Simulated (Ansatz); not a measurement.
Input file for Ansatz (a quantum-chemistry and plane-wave program): R-wB97M-V/def2-TZVPPD on AlH5O3 (a complex), monomers drawn apart or pushed together. Files ending in .json are basis or fitting sets from the Basis Set Exchange.

Ansatz 0.2 input:
```yaml
crystal:
  periodic: [false, false, false]
  atoms:
    - {symbol: O, position_ang: [-0.05097669, 0.60305149, 1.52220146]}
    - {symbol: Al, position_ang: [-0.03541383, -0.51320347, 0.25434337]}
    - {symbol: O, position_ang: [-0.06332002, 0.06476394, -1.34271926]}
    - {symbol: H, position_ang: [-0.03828870, 0.38351562, 2.46482395]}
    - {symbol: H, position_ang: [0.00454232, -2.06806110, 0.44491895]}
    - {symbol: H, position_ang: [-0.08781318, 0.99953014, -1.55344318]}
    - {symbol: O, position_ang: [-0.01357976, 0.14846380, 5.09720652]}
    - {symbol: H, position_ang: [0.75559761, 0.55353186, 5.51253896]}
    - {symbol: H, position_ang: [-0.78120953, 0.54441790, 5.52395954]}
basis:
  gaussian:
    orbitals: def2-TZVPPD.json
hamiltonian:
  xc: {name: wB97M-V}
scf: {lower_state_search: off}
```

The log:

```
WARN ansatz: RAYON_NUM_THREADS=1 ignored (pool sized by the plan → 1); use --threads N
Functional definition: wB97M-V
these checks for a lower state are left out or cut short: stability, starts, cluster_reference, orbital_swaps, neighbouring_geometries, increment
integrals: 0.22 GiB planned
1148 factors; their error is unknown
integrals: 0.25 GiB planned
365 factors; integrals over basis functions are off by at most 2.7e-5 eV
mean field: 1.68 GiB planned
mean field evaluation 1: about -12812.0621 eV, gradient 8.4e1 eV
mean field evaluation 2: about -12807.3546 eV, gradient 1.0e2 eV
mean field evaluation 4: about -12823.3973 eV, gradient 2.9e0 eV
mean field evaluation 8: about -12823.4296 eV, gradient 5.0e-2 eV
mean field evaluation 16: about -12823.4296 eV, gradient 1.3e-5 eV
mean field -12823.42956423 eV, -471.2523444528 hartree, gradient 3.5e-6 eV, S^2 0.000000; 0 other end points of the search recorded, 0 dependent functions left out
reference -12823.42964768 eV, -471.2523475196 hartree; 21, 21 occupied and 232, 232 virtual orbitals, 1148 factors
Total energy: -12823.42964768 eV, -471.2523475196 hartree
Checks for a lower state left out: stability, starts, cluster_reference, orbital_swaps, neighbouring_geometries, increment
```

The calculation finished and met its thresholds.

Cost: about 6 core-seconds (a rough figure).
